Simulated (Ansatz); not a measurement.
## Ligand exchange: C3H11NSi + C3H6Ge → C2H9NSi + C4H8Ge

Species: C3H11NSi `C[SiH2]N(C)C`, singlet; C3H6Ge `C#[C][GeH2][CH3]`, singlet; C2H9NSi `CN(C)[SiH3]`, singlet; C4H8Ge `C#[C][GeH]([CH3])[CH3]`, singlet. The partners trade CH3 for H: Si–CH3 and Ge–H bonds give way to Si–H and Ge–CH3.

Shapes, held fixed at every level: PBE0-D4/def2-TZVP. Flexible molecules stand in one conformer, not always the lowest. Programs: Ansatz 0.2.0. Electronic energies: no zero-point or thermal term.

```csv
level,kind,ΔE (kJ/mol),less CCSD(T)/def2-TZVPP
PBE-D4/def2-TZVPP,GGA,+12.4,+5.7
r2SCAN-D4/def2-TZVPP,meta-GGA,+13.1,+6.4
B3LYP-D4/def2-TZVPP,global hybrid,+10.8,+4.1
PBE0-D4/def2-TZVPP,global hybrid,+12.3,+5.6
B2PLYP/def2-TZVPP,double hybrid,+8.8,+2.1
MP2/def2-TZVPP,perturbation theory,+5.2,-1.5
CCSD/def2-TZVPP,coupled cluster or CI,+6.7,0.0
CCSD(T)/def2-TZVPP,coupled cluster or CI,+6.7,0.0
```

The highest level, CCSD(T)/def2-TZVPP, gives ΔE = +6.7 kJ/mol; the levels span +5.2 to +13.1. The column of differences is taken from that level and isn't an error. No measured value is set beside it here. Relativity is left out for Ge. Outer-core shells of Ge are correlated, in sets that cover them unevenly.
